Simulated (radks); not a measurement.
Excited configurations of the cobalt ion Co2+: one electron is placed in a higher orbital outside [Ar] 3d6. The ground configuration is [Ar] 3d7. Method: Dirac Kohn-Sham, BLYP, spin-unpolarised, spherical densities, finite nucleus; open shells fill j = l - 1/2 first; Fermi nuclear charge, rms radius 3.7875 fm; computed with a radial shooting solver on a logarithmic mesh with Libxc functionals. Excitation = E - E(ground); binding = E(ion) - E, where the ion is the core of charge +3; n* = 3/sqrt(2 binding) in atomic units, and the quantum defect is n - n*.

| outer orbital | excitation (eV) | binding (eV) | n* | quantum defect | eigenvalue (eV) | <r> (bohr) |
|---|---|---|---|---|---|---|
| 4s1/2 | 7.792 | 27.965 | 2.093 | 1.907 | -23.284 | 2.327 |
| 4p1/2 | 14.483 | 21.274 | 2.399 | 1.601 | -17.298 | 2.716 |
| 4d3/2 | 23.175 | 12.582 | 3.120 | 0.880 | -9.989 | 3.939 |
| 4f5/2 | 28.039 | 7.719 | 3.983 | 0.017 | -6.068 | 5.801 |
| 5f5/2 | 30.508 | 5.250 | 4.830 | 0.170 | -4.287 | 9.828 |
| 6s1/2 | 28.281 | 7.476 | 4.047 | 1.953 | -6.361 | 8.385 |
| 7s1/2 | 30.776 | 4.982 | 4.958 | 2.042 | -4.261 | 12.67 |
| 7p1/2 | 31.320 | 4.438 | 5.253 | 1.747 | -3.791 | 13.94 |
| 7d3/2 | 32.173 | 3.585 | 5.844 | 1.156 | -3.058 | 16.75 |

The Delta-SCF ionisation energy is 35.758 eV (NIST Atomic Spectra Database: 33.5 eV, semi-empirical). Self-interaction in the functional shifts the binding energies and quantum defects, so they are the method's values and not measured ones. Spin polarisation and multiplet splitting are left out, so open shells lie too high by an amount that depends on their filling.

Beside tabulated values, note that spin-unpolarised runs miss the spin-polarisation part of the exchange energy of open shells.
